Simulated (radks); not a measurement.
Species: the erbium ion Er+. Configuration: [Xe] 4f12 6p1 (not the ground configuration).

Calculated with a radial shooting solver on a logarithmic mesh with Libxc functionals: scalar-relativistic Kohn-Sham, PBE, spin-unpolarised, spherical densities, finite nucleus; Fermi nuclear charge, rms radius 5.2516 fm.

Energy parts (hartree):
total: -13084.6671
kinetic: 14183.0920
electron-nucleus: -32090.8215
Hartree: 5100.4889
exchange-correlation: -277.4265

Orbitals (lengths in bohr, moments of r in powers of bohr):
orbital  occ.  eigenvalue (hartree)      <r^2>
1s          2             -2108.312  0.0005680
2s          2             -354.4474   0.008835
2p          6             -313.5678   0.007187
3s          2             -79.64408    0.05803
3p          6             -67.20460    0.05842
3d         10             -51.62492    0.04873
4s          2             -15.94407     0.2916
4p          6             -11.85281     0.3307
4d         10              -6.36991     0.3959
4f         12              -0.40937     0.9360
5s          2              -2.20382      1.768
5p          6              -1.26659      2.527
6p          1              -0.22893      24.56

The highest occupied level is 6p at -6.230 eV. The electron density at the nucleus is 9.197e+05 e/bohr^3 (large components only). Summed over all electrons, <r^2> = 62.04 bohr^2, which gives a Langevin (diamagnetic) susceptibility term of -49.1 x 10^-6 cm^3/mol.
